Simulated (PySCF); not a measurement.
Radial density of Dy (dysprosium, neutral)

TPSSh, [Xe] 4f9 6s2 6p1, one real determinant (an excited configuration). Computed with PySCF 2.14 in x2c-TZVPPall with one added diffuse shell each of s, p, d, f type (12s8p8d5f2g, 129 functions), with scalar relativity by spin-free X2C-1e.

```json
{"r (bohr)": "0.0253", "4πr²ρ (e/bohr)": "78.08", "4πr²(ρα − ρβ)": "0.0056"}
{"r (bohr)": "0.0426", "4πr²ρ (e/bohr)": "95.31", "4πr²(ρα − ρβ)": "0.0098"}
{"r (bohr)": "0.0716", "4πr²ρ (e/bohr)": "116.1", "4πr²(ρα − ρβ)": "0.0028"}
{"r (bohr)": "0.120", "4πr²ρ (e/bohr)": "88.34", "4πr²(ρα − ρβ)": "0.0965"}
{"r (bohr)": "0.203", "4πr²ρ (e/bohr)": "101.3", "4πr²(ρα − ρβ)": "1.0340"}
{"r (bohr)": "0.341", "4πr²ρ (e/bohr)": "45.72", "4πr²(ρα − ρβ)": "4.3142"}
{"r (bohr)": "0.573", "4πr²ρ (e/bohr)": "50.75", "4πr²(ρα − ρβ)": "6.4763"}
{"r (bohr)": "0.964", "4πr²ρ (e/bohr)": "17.05", "4πr²(ρα − ρβ)": "3.4004"}
{"r (bohr)": "1.62", "4πr²ρ (e/bohr)": "6.768", "4πr²(ρα − ρβ)": "0.5864"}
{"r (bohr)": "2.73", "4πr²ρ (e/bohr)": "1.243", "4πr²(ρα − ρβ)": "0.1216"}
{"r (bohr)": "4.59", "4πr²ρ (e/bohr)": "0.6469", "4πr²(ρα − ρβ)": "0.2621"}
{"r (bohr)": "7.71", "4πr²ρ (e/bohr)": "0.06626", "4πr²(ρα − ρβ)": "0.0500"}
{"r (bohr)": "13.0", "4πr²ρ (e/bohr)": "0.0005470", "4πr²(ρα − ρβ)": "0.0005"}
```

Densities and radii are taken from the X2C orbitals without a picture-change correction, which distorts them close to the nucleus.

⟨L²⟩ = 27.25 against 42 for a pure I term, so this real determinant mixes terms. Spin-orbit coupling, absent here, splits the open shell strongly. ⟨S²⟩ = 12.36 against 12.00 shows spin contamination.
